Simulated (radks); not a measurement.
Problem. The osmium ion Os11+, 65 electrons, occupied as [Kr] 4d9 4f14 5s2 5p4 (not the ground configuration). Calculated with a radial shooting solver on a logarithmic mesh with Libxc functionals: scalar-relativistic Kohn-Sham, PBE, spin-polarised, spherical densities, finite nucleus; open shells are filled with parallel spins first (spin-orbit coupling, left out, can overturn this in heavy ions); Fermi nuclear charge, rms radius 5.4126 fm. Some entries of the table are withheld. Estimate them.

orbital  occ.  eigenvalue (eV)  <r^2> (bohr^2)  r(max) (bohr)
1s up       1        -74060.53       0.0004336        0.01103
1s down     1        -74060.22       0.0004336        0.01103
2s up       1        -13075.19        0.006641        0.06340
2s down     1        -13074.27        0.006641        0.06340
2p up       3        -11416.25        0.005530        0.05219
2p down     3        -11415.38        0.005530        0.05219
3s up       1        -3200.268         0.04296         0.1787
3s down     1        -3199.755         0.04295         0.1787
3p up       3        -2712.874         0.04383         0.1773
3p down     3        -2712.292         0.04383         0.1773
3d up       5        -2168.345         0.03630         0.1443
3d down     5        -2167.525         0.03630         0.1443
4s up       1        -835.0706          0.2091         0.4043
4s down     1        -833.2176          0.2091         0.4043
4p up       3        -674.5046          0.2375         0.4242
4p down     3        -672.6664          0.2375         0.4243
4d up       5              (1)             (2)         0.4329
4d down     4              (3)             (4)         0.4330
5s up       1        -275.8679          0.9827         0.8845
5s down     1        -272.7032          0.9827         0.8828
4f up       7        -251.8094          0.3360            (5)
4f down     7        -249.9221          0.3339            (6)
5p up       3        -228.8941           1.201         0.9721
5p down     1        -225.6843           1.206         0.9711

Solution. 
(1) 4d up eigenvalue (eV): -474.9424
(2) 4d up <r^2> (bohr^2): 0.2708
(3) 4d down eigenvalue (eV): -473.0594
(4) 4d down <r^2> (bohr^2): 0.2705
(5) 4f up r(max) (bohr): 0.4008
(6) 4f down r(max) (bohr): 0.4005
